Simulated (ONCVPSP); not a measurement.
tungsten (W): one change to an ONCV potential, before and after

W, optimised norm-conserving Vanderbilt (ONCV), made with ONCVPSP 4.0.1 (LDA (Perdew-Wang 92), scalar-relativistic). Core [Kr] 4d10 4f14, reference 5s2 5p6 5d4.5 6s1.5. Waves: 5s+6s: rc 1.95 bohr, ncon 3, nbas 7, qcut 5.2 1/bohr, 2 projectors; 5p: rc 1.30 bohr, ncon 3, nbas 6, qcut 7.6 1/bohr, 2 projectors, debl 3.9 Ha; 5d: rc 2.65 bohr, ncon 4, nbas 9, qcut 4.7 1/bohr, 2 projectors, debl 2.7 Ha. Local part: polynomial inside 1.20 bohr (lpopt 5, dvloc0 1 Ha). Core correction: none.

Change: all radii scaled by about 0.91 (s 1.78, p 1.18, d 2.42 bohr); local potential polynomial inside 1.10 bohr (lpopt 5, dvloc0 1 Ha).

Cutoffs: the cutoffs (Ha) at which the residual kinetic energy of the hardest occupied pseudo-wave falls to 1 and 0.1 mHa per electron; they do not see the model core or the augmentation charge, which bear on the density cutoff. Errors are all-electron minus pseudo energies relative to the spin-unpolarised reference configuration.

Problem. Predict the effect on cutoff, ghosts and configuration errors.

Solution. The potential gets harder (26 Ha and 62 Ha → 30 Ha and 79 Ha); of the 4 tests that both files solve, the error grows in 0 and shrinks in 2 by more than 15 % and 0.3 meV (median size 3.1 → 2.3 meV); neither file shows a bound ghost. A smaller radius makes the pseudo-wave follow the all-electron one further in, where it bends more sharply, so more plane waves are needed.

```csv
quantity,base,changed
"cutoff, loose",26 Ha,30 Ha
"cutoff, tight",62 Ha,79 Ha
loose cutoff by channel,"s 6.5 Ha, p 26 Ha, d 9.3 Ha","s 10 Ha, p 30 Ha, d 10 Ha"
bound ghosts,none,none
GHOST(+) flags under 300 eV,s at 70.7 eV,s at 48.6 eV
"error for 5s2 5p6 5d4 6s2, meV [ΔE -0.69 eV]",+5.7,+3.9
"error for 5s2 5p6 5d4 6s1, meV [ΔE 8.43 eV]",-0.5,-0.7
"error for 5s2 5p6 5d4 6s0, meV [ΔE 24.45 eV]",-12,-8.4
"error for 5s2 5p6 5d4 6s0 6p2, meV [ΔE 8.74 eV]",-0.4,-0.2
```
